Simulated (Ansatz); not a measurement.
Start from `CBI` and change one atom or group to get `BBCBI`.

Ansatz, PBE0-D4/def2-TZVP geometries, multiplicity 1. Each molecule was computed in one conformer, which needn't be the lowest.

Elements past krypton have def2 core potentials.

```tsv
property	`CBI`
LUMO energy (PBE/def2-TZVPP) / eV	-2.54
LUMO energy (B3LYP/def2-TZVPP) / eV	-1.79
HOMO energy (ωB97M-V/def2-TZVPP) / eV	-9.52
LUMO energy (PBE0/def2-TZVPP) / eV	-1.62
size of the dipole moment (B3LYP/def2-TZVPP) / D	1.42
size of the dipole moment (ωB97M-V/def2-TZVPP) / D	1.52
```

Problem. Give the same properties after the change, and the shifts. (An estimate is asked.)

Solution. Ansatz gave: 
```tsv
property	`BBCBI`	shift
LUMO energy (PBE/def2-TZVPP) / eV	-3.06	-0.52
LUMO energy (B3LYP/def2-TZVPP) / eV	-2.30	-0.51
HOMO energy (ωB97M-V/def2-TZVPP) / eV	-9.55	-0.03
LUMO energy (PBE0/def2-TZVPP) / eV	-2.14	-0.52
size of the dipole moment (B3LYP/def2-TZVPP) / D	1.45	0.03
size of the dipole moment (ωB97M-V/def2-TZVPP) / D	1.55	0.03
```

The zero-point energy changes by 60.5 kJ/mol with +12 modes. Dipoles are sizes alone; their direction can turn.

B3LYP here is the variant with VWN-RPA as its local correlation; programs differ in this.

Spin–orbit coupling is left out; it splits and shifts lone-pair levels of the heavy atoms by tenths of an eV.
